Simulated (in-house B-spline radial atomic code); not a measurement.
## RPA and G0W0 on LC-wPBE: Cr-

Configuration [Ar] 3d5 4s2, highest spin, mean-field start LC-wPBE. Computed with a B-spline radial code for spherical atoms: all electrons, non-relativistic, point nucleus, each spin shell either full or empty, empty states to l = 9 with an (l + 1/2)⁻⁴ tail; G0W0 by contour deformation at full frequency.

The anion's configuration is assumed.

Command:
```bash
python run_gw.py task.json out
```
Settings (radii: box in bohr, nucleus in fm):
```
Z                        24
electrons                25
configuration            [Ar] 3d5 4s2
hamiltonian              nr
method                   lc_wpbe
lmax                     9
spin_polarised           True
box_radius               60
intervals                56
ion_configuration        [Ar] 3d5 4s1
```

Time taken, with all properties: 5.1 s on 1 thread of Arm Neoverse V2, on a shared host.

Energies (hartree):

| term | value |
| --- | --- |
| mean-field total | -1044.27720 |
| Hartree-Fock functional on these orbitals | -1043.32114 |
| direct second order | -1.8282 |
| second-order exchange | 0.60119 |
| SOSEX correction | 0.53873 |

What is the RPA correlation energy, and what remains with SOSEX?

RPA gives -1.5493 hartree (-1.69 eV per electron); RPA + SOSEX gives -1.0106, and the second-order doubles -1.227 hartree (no singles). SOSEX takes back 35 % of the RPA value.

Quasi-particle levels (eV):

```
  level  occupied  mean field  Σx - vxc  Σc  QP weight  G0W0
4s down       yes      -0.395      0.67   ?          ?     ?
```

G0W0 = mean field + (Σx - vxc) + Σc, with Σc (partial-wave tail included) taken at the quasi-particle energy. Only the outer levels were computed. Levels of low weight are left out.

Where does G0W0 put 4s down?

At -0.406 eV, with Σc = -0.68 eV and a quasi-particle weight of 0.894. The tabulated removal energy is 0.666 eV (electron affinity of the neutral atom); the calculation leaves out relativity, Breit and QED terms, and what these don't explain is the method's own error.

What does it cost to remove one electron (to [Ar] 3d5 4s1) by differences of total energies, each species on its own start (correlation terms add to the Hartree-Fock functional)?

LC-wPBE 0.208 eV, Hartree-Fock functional -0.418 eV, + RPA 0.332 eV, + RPA + SOSEX 0.217 eV, + second order 0.535 eV. Tabulated: 0.666 eV (electron affinity of the neutral atom); the calculation leaves out relativity, Breit and QED terms, and what these don't explain is the method's own error.
